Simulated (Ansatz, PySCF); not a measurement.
C4H5NO, SMILES N#CC1COC1.

Geometry optimised at TPSSh-D3(BJ)/def2-SVP.

Vertical ionisation energy (IE) and electron affinity (EA) in eV. Rows of orbital energies are one-electron estimates. Where ΔSCF, EOM or ADC give a negative EA the extra electron is unbound and the value depends on the basis.

| level | IE | EA |
|---|---|---|
| −ε(HOMO), −ε(LUMO), PBE0/def2-TZVP (PySCF) | 8.02 | -0.12 |
| −ε(HOMO), −ε(LUMO), PBE/def2-TZVP (PySCF) | 6.40 | 0.95 |
| ΔSCF, CAM-B3LYP/def2-SVPD (Ansatz), final states of multiplicity 2 and 2 | 10.51 | -1.56 |
| ΔSCF, PBE/def2-SVPD (Ansatz), final states of multiplicity 2 and 2 | 10.01 | -1.24 |

Task: What vertical singlet–triplet gap does ΔSCF give with CAM-B3LYP/def2-SVPD (Ansatz, an electronic-structure program) and with PBE/def2-SVPD (Ansatz)? (Estimate from the structure and the level; the computed values follow.)

Result: 6.80 and 6.08 eV (triplet above singlet where positive).
